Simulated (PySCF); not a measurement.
**How methods differ on the excitation energy of Co(2+)**

Co(2+) [Ar] 3d7 (4F) → Co(2+) [Ar] 3d6 4s1 (6D), as a difference of total energies. Calculation: PySCF 2.14, in x2c-TZVPPall (6s5p4d2f1g, 64 functions); the spin-free X2C one-electron Hamiltonian (Gaussian nucleus). Correlated levels: valence: [Ar] frozen. The calculations carry no spin-orbit coupling.

```
           method  excitation energy (eV)
              UHF                   4.490
    MP2 (valence)                   5.770
SCS-MP2 (valence)                   6.089
   CCSD (valence)                   5.609
CCSD(T) (valence)                   5.646
```

Problem. How much does correlation contribute at CCSD(T) (valence)?

Solution. 5.646 − (4.490) = 1.156 eV, measured against UHF.

A first-order spin-orbit estimate (lowest level to lowest level, LS coupling) adds 0.027 eV.

The basis was made for the ground configuration and has no added diffuse functions, so the excitation energy can come out too high.
